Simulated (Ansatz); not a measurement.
Ge₂O₂H₄⁺, that is cyclo-(H2GeO)2 with one electron fewer. Charge 1, multiplicity 2. Geometry PBE-D4/def2-SVP, that of the neutral singlet.

```xyz
8

Ge   -1.0303    0.3116    0.7447
H    -2.5004    0.1283    0.2807
H    -0.8983    0.8996    2.1754
O    -0.0060   -1.1865    0.4882
Ge    1.0303   -0.3116   -0.7446
H     0.8979   -0.8995   -2.1753
H     2.5006   -0.1284   -0.2811
O     0.0062    1.1865   -0.4880
```

(1) Estimate the α-spin orbital energies around the gap (eV) in Ansatz with PBE-D4/def2-TZVP, r2SCAN-D4/def2-TZVP, PBE0-D4/def2-TZVP.

## Answers

(1) 
```tsv
orbital	PBE-D4/def2-TZVP	r2SCAN-D4/def2-TZVP	PBE0-D4/def2-TZVP
HOMO−5	-16.03	-16.43	-17.68
HOMO−4	-14.79	-15.20	-16.30
HOMO−3	-14.73	-15.16	-16.13
HOMO−2	-13.89	-14.43	-15.88
HOMO−1	-13.43	-13.84	-15.15
HOMO	-13.23	-13.70	-14.82
LUMO	-7.23	-6.88	-6.29
LUMO+1	-6.29	-5.94	-5.23
LUMO+2	-5.46	-5.03	-4.51
LUMO+3	-5.38	-4.97	-4.36
LUMO+4	-5.34	-4.94	-4.35
LUMO+5	-4.26	-3.78	-3.35
β HOMO	-13.06	-13.21	-14.03
β LUMO	-12.52	-12.64	-12.14
```
